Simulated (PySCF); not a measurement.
C₄H₅Si, multiplicity 2. Atoms are numbered in the order given.

```xyz
10

C      1.1017     1.0033     0.0000
C      1.3989    -0.2929     0.0000
Si    -0.3171    -1.1027     0.0000
C     -1.2258     0.5504     0.0000
C     -0.2757     1.5162     0.0000
H      2.3974    -0.7351     0.0000
H     -0.5889    -1.9286     1.2127
H     -0.5889    -1.9286    -1.2127
H     -2.2950     0.7764     0.0000
H     -0.4784     2.5920     0.0000
```
Charge 0, spin multiplicity 2.

Geometry optimised at B3LYP-D3(BJ)/def2-SVP. The isomer is the one that the SMILES or the coordinates give; other isomers of the formula were not compared.

Calculation: B3LYP-D3(BJ)/def2-SVP in PySCF 2.14.0.

Frequencies are harmonic and unscaled.

```tsv
mode	ν (cm⁻¹)	IR (km/mol)	moving atoms (share of kinetic energy)
1	241	0.1	C 52 %, H 47 %
2	391	3.3	C 56 %, H 44 %
3	480	12.2	Si 48 %, C 46 %
4	525	2.4	H 73 %, Si 15 %, C 13 %
5	594	5.3	C 69 %, Si 28 %
6	638	11.4	H 68 %, C 31 %
7	695	9.5	H 72 %, C 28 %
8	725	1.7	C 68 %, H 23 %, Si 9 %
9	728	4.7	H 79 %, C 21 %
10	751	114.8	H 74 %, C 23 %
11	867	75.4	H 44 %, C 42 %, Si 14 %
12	938	49.6	H 79 %, C 19 %
13	962	80.2	H 55 %, C 42 %
14	993	0.0	H 75 %, C 25 %
15	1092	3.7	H 85 %, C 15 %
16	1114	17.2	H 62 %, C 37 %
17	1318	10.6	H 61 %, C 39 %
18	1555	5.9	C 94 %
19	1618	5.1	C 97 %
20	2216	94.4	H 98 %
21	2217	105.8	H 96 %
22	3167	7.5	H 92 %, C 8 %
23	3199	3.1	H 91 %, C 9 %
24	3203	1.4	H 91 %, C 9 %
```
